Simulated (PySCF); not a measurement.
Finite-field polarisability of Ta (tantalum, neutral)

[Xe] 4f14 5d3 6s2, high-spin 4F determinant. Calculation: PySCF 2.14, in aug-cc-pVDZ-PP with ECP60MDF; scalar relativity through the core potential. Frozen: 5s2 5p6. Energy changes in a uniform field (μhartree):

```csv
axis,F (au),HF,MP2,CCSD,CCSD(T)
x,0.0014,-106.310,-61.136,-85.356,-84.855
x,0.0028,-426.422,-241.603,-341.486,-339.492
y,0.0014,-106.310,-61.136,-85.356,-84.855
y,0.0028,-426.422,-241.603,-341.486,-339.492
z,0.0014,-106.310,-61.136,-85.356,-84.855
z,0.0028,-426.422,-241.603,-341.486,-339.492
```

Problem. Derive α along x at CCSD(T) from the two fields.

Solution. With ΔE = −αF²/2 − γF⁴/24, α = −(16 ΔE(F) − ΔE(2F))/(6F²) = 86.58 bohr³.

Problem. And the mean polarisability at each level?

Solution. HF 108.4, MP2 62.63, CCSD 87.09, CCSD(T) 86.58 bohr³. Reference: 74 ± 20 bohr³ (recommended; Schwerdtfeger and Nagle, table of static dipole polarizabilities (2023 update)).

Spin-orbit coupling, absent here, splits the open shell strongly.

A double-zeta set is small for polarisabilities.
